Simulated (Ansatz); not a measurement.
Consider the ligand exchange at a Ge–O bond: `C[O][GeH]([F])[O]C` + HCl → `C[O][GeH]([F])[Cl]` + CH₃OH.

Gas-phase electronic energies from Ansatz, PBE0-D4/def2-TZVP geometries. CCSD(T)/CBS adds triple-zeta CCSD(T) − MP2 to the extrapolated MP2 energy (def2 sets, frozen cores). This one scheme is used for every species. DFT in def2-TZVPP. B3LYP here is the variant with VWN-RPA as its local correlation; programs differ in this. For Ge outer-core shells are correlated without core-valence functions, which leaves a few kJ/mol of doubt a bond. Scalar relativity is left out up to krypton. Each species was taken in one conformer, which may not be the lowest.

```csv
level,ΔE (kJ/mol),difference from CCSD(T)/CBS
PBE-D4,-33.4,-8.6
r2SCAN-D4,-30.2,-5.4
PBE0-D4,-34.3,-9.5
B3LYP-D4,-28.2,-3.4
ωB97X-V,-26.5,-1.7
ωB97M-V,-28.6,-3.8
B2PLYP,-26.9,-2.1
PBE,-35.3,-10.5
r2SCAN,-31.0,-6.2
PBE0,-36.0,-11.2
B3LYP,-30.8,-6.0
HF/def2-TZVPP,-30.0,-5.2
MP2/def2-TZVPP,-23.6,1.2
SCS-MP2/def2-TZVPP,-22.1,2.7
CCSD/def2-TZVPP,-22.0,2.8
CCSD(T)/def2-TZVPP,-21.5,3.3
HF/def2-QZVPP,-29.8,-5.0
MP2/def2-QZVPP,-25.4,-0.6
SCS-MP2/def2-QZVPP,-24.0,0.8
HF/CBS(def2),-29.7,-4.9
MP2/CBS(def2),-26.9,-2.1
CCSD/CBS(def2),-25.3,-0.5
CCSD(T)/CBS,-24.8,0
```

Largest T1 diagnostic among the species: 0.012.

In def2-TZVPP, CCSD(T) changes the Hartree–Fock value by +8.5 kJ/mol (the triples alone add +0.5 kJ/mol) and MP2 by +6.4 kJ/mol.
